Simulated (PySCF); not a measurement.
Electron correlation in C (carbon, neutral)

[He] 2s2 2p2, high-spin 3P determinant. Calculation: PySCF 2.14, in x2c-SVPall; the spin-free X2C one-electron Hamiltonian (Gaussian nucleus). Frozen: 1s2; 4 electrons correlated.

MP2 pair energies summed by pair of shells (mhartree):

| pair | energy | share (%) |
| --- | --- | --- |
| 2s-2p | -29.17 | 58.2 |
| 2s-2s | -15.57 | 31.1 |
| 2p-2p | -5.36 | 10.7 |

Total MP2 correlation energy: -50.11 mhartree.

Same-spin part -9.01 and opposite-spin part -41.10 mhartree; SCS-MP2 scales them by 1/3 and 6/5 to -52.32 mhartree.

```json
{"level": "CCSD", "correlation energy (mhartree)": "-69.18"}
{"level": "(T)", "correlation energy (mhartree)": "-1.01"}
{"level": "CCSD(T)", "correlation energy (mhartree)": "-70.19"}
```

Diagnostics: T1 = 0.0070, D1 = 0.0170, largest double amplitude 0.128.

Cost of the coupled-cluster step: 0.13 s of wall time on 1 thread of Neoverse-N1 (shared host), for 4 correlated electrons.

Iterations:

```
CC2 = 0
CCSD nocc = (np.int64(3), np.int64(1)), nmo = (13, 13)
frozen orbitals [[0], [0]]
max_cycle = 100
direct = 0
conv_tol = 1e-08
conv_tol_normt = 1e-06
diis_space = 8
diis_start_cycle = 0
Init t2, MP2 energy = -0.0501085597884662
Init E_corr(UCCSD) = -0.050108559788574
cycle = 1  E_corr(UCCSD) = -0.0626792450074052  dE = -0.0125706852  norm(t1,t2) = 0.0440027
cycle = 2  E_corr(UCCSD) = -0.0664343696632835  dE = -0.00375512466  norm(t1,t2) = 0.0196044
cycle = 3  E_corr(UCCSD) = -0.0692476086479211  dE = -0.00281323898  norm(t1,t2) = 0.0101404
cycle = 4  E_corr(UCCSD) = -0.0691752056870455  dE = 7.24029609e-05  norm(t1,t2) = 0.00119631
cycle = 5  E_corr(UCCSD) = -0.0691845902333768  dE = -9.38454633e-06  norm(t1,t2) = 0.000153778
cycle = 6  E_corr(UCCSD) = -0.0691795888734978  dE = 5.00135988e-06  norm(t1,t2) = 2.6457e-05
cycle = 7  E_corr(UCCSD) = -0.0691813962543537  dE = -1.80738086e-06  norm(t1,t2) = 6.13925e-06
cycle = 8  E_corr(UCCSD) = -0.069181185593561  dE = 2.10660793e-07  norm(t1,t2) = 1.10527e-06
cycle = 9  E_corr(UCCSD) = -0.0691811869250476  dE = -1.33148663e-09  norm(t1,t2) = 2.37555e-07
UCCSD converged
E(UCCSD) = -37.72920347900227  E_corr = -0.06918118692504763
UCCSD(T) correction = -0.00100901030163005
```
